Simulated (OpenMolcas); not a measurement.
Os4+: from CASSCF to CASPT2

```yaml
Program: OpenMolcas
Basis: ANO-RCC-VTZP [8s7p5d3f2g1h]
Scalar_Hamiltonian: DKH2, point nucleus
Active_space: 4 electrons in 5 orbitals (5d)
State_averaging: 2S+1 = 5 even, 5 roots; 2S+1 = 3 even, 45 roots; 2S+1 = 1 even, 50 roots
Spin-orbit_coupling: RASSI with atomic mean-field integrals over the reference wave functions, term energies averaged over their components
```

Methods on the same reference wave functions:
A. CASSCF
B. SS-CASPT2, IPEA 0.25 Eh, imaginary shift 0.1 Eh (closed shells correlated: 5s 5p)
C. MS-CASPT2, IPEA 0.25 Eh, imaginary shift 0.1 Eh (closed shells correlated: 5s 5p)
D. XMS-CASPT2, IPEA 0.25 Eh, imaginary shift 0.1 Eh (closed shells correlated: 5s 5p)

Energies in cm-1 above 5d4 5D0, the measured ground level; measured values from the list in Palmeri et al., Atoms 14, 22 (2026).

```tsv
Level	A	B	C	D	Measured
5d4 5D0 [63 %]	0.0	0.0	0.0	0.0	0.0
5d4 5D1	3613	4340	4320	4440	4311
5d4 5D2	7190	8190	8150	8310	8083
5d4 5D3	10273	11190	11140	11280	11018
5d4 5D4 [68 %]	12722	13230	13180	13210	12966
5d4 3P0(1) [51 %]	20685	19050	18990	18820	
5d4 3H4 [56 %]	22180	21290	21230	21070	20374
5d4 3G3 [61 %]	26828	25060	25030	24770	23942
5d4 3H5	27287	26370	26310	26140	25344
5d4 3P1(1)	28047	25690	25580	25290	24680
5d4 3F2(1) [67 %]	28082	25610	25560	25080	
5d4 3H6 [75 %]	29629	28700	28650	28460	27669
5d4 3G5	39682	38230	38170	37970	37016
5d4 1I6 [75 %]	41948	40530	40480	40220	39284
5d4 3D1	42918	39990	39970	39660	38536
5d4 1S0(1)	49302	45940	45730	45280	
5d4 1F3 [65 %]	53003	48400	48350	47910	46549
5d4 3P2(2) [69 %]	57663	52160	52240	51650	
5d4 3F4(2) [57 %]	59936	55560	55560	55070	
5d4 3F2(2) [63 %]	62467	57650	57600	56970	
5d4 3F3(2)	63224	58330	58280	57740	55872
5d4 3P1(2)	64406	58740	58670	58120	55988
5d4 3P0(2)	67646	61840	61910	61250	
5d4 1G4(2)	68148	62570	62520	61750
```

Deviations, from unrounded energies. A percentage is the sum of absolute deviations over the sum of measured energies, with the sign that they share, or ± where signs differ.

```csv
Against measurement,Levels,A,B,C,D
mean absolute deviation (cm-1),15,3100,1100,1100,860
fine structure of the ground term (%),4,-7.1,+1.6,+1.1,+2.4
other terms of the ground configuration (%),11,+11.1,+4.1,+3.9,+3.1
```

D lies closest to measurement on these levels and A furthest from it. The largest miss of D in the table is 5d4 3P1(2), by +2100 cm-1. The ranking rests on the paired levels alone, and a cruder setting can come out closer through cancelling errors.

Among B to D the level of the table that moves most is 5d4 1G4(2), by 820 cm-1 (lowest in D, highest in B). Moves below CASPT2's spread within the term are not significant.

The mean deviations of B to D differ by less than CASPT2's widest spread within a term (1100 cm-1), so their order carries little weight.

From A to B the spin-free energies of the other terms of 5d4 shown, above 5D, scale by factors of 0.80 to 0.89, as is usual when dynamic correlation screens the repulsion within a d or f shell.

The lowest spin-free term lies below A's lowest term by 0.272 hartree in B, 0.272 hartree in C, 0.275 hartree in D.

CASPT2 does not keep the components of a term degenerate, so their means are used; among the terms shown or strongly mixed into the levels shown the widest spread is 1100 cm-1 (5d4 1I, D). Without dynamic correlation excited terms often stand tens of per cent too high (terms of higher spin than the ground term too low), and those without a measured partner can miss by more than the paired ones (holds for A). The CASPT2 spread within a term exceeds the gap to the next term for 5d4 3H and 5d4 3P(1), 5d4 1I and 5d4 3D, 5d4 1D(1) and 5d4 1S(1), so the order of their levels is uncertain (holds for C; D). Computed and measured levels are paired by configuration, term and J; levels that our copy of the source lacks, or whose pairing is in doubt (as where it misses far off the trend of its configuration), stay unpaired and out of the deviations. Only configurations of the active space appear. Levels that lie high or do not pair safely by name in every column are left out.

A share in square brackets marks a mixed level and gives the weight of the term that names it, the lowest over the columns. A number in round brackets counts repeated terms of one configuration in the order of the reference energies.
